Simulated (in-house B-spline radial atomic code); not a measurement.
RPA and G0W0 for Zn2+, [Ar] 3d10, as one setting changes: the highest l of the empty states. Start: PBE. A dash marks a level of low quasi-particle weight. Computed with a B-spline radial code for spherical atoms: all electrons, scalar-relativistic (spin-free one-electron X2C), finite nucleus, each spin shell either full or empty, empty states to the listed l with an (l + 1/2)⁻⁴ tail; G0W0 by contour deformation at full frequency.

```tsv
highest l of the empty states	RPA summed (Eh)	RPA extrapolated (Eh)	G0W0 level (eV)
4	-1.9384	-2.1838	-
5	-2.0449	-2.1933	-
6	?	?	?
7	?	?	?
8	-2.1384	-2.1737	-
9	-2.1472	-2.1711	-
10	-2.1528	-2.1695	-
11	-2.1564	-2.1686	-
```

(1) What belongs in the row for 7?

(2) What belongs in the row for 6?

Answers

(1) RPA summed (Eh): -2.1235; RPA extrapolated (Eh): -2.179; G0W0 level (eV): -.

(2) RPA summed (Eh): -2.0964; RPA extrapolated (Eh): -2.1849; G0W0 level (eV): -.
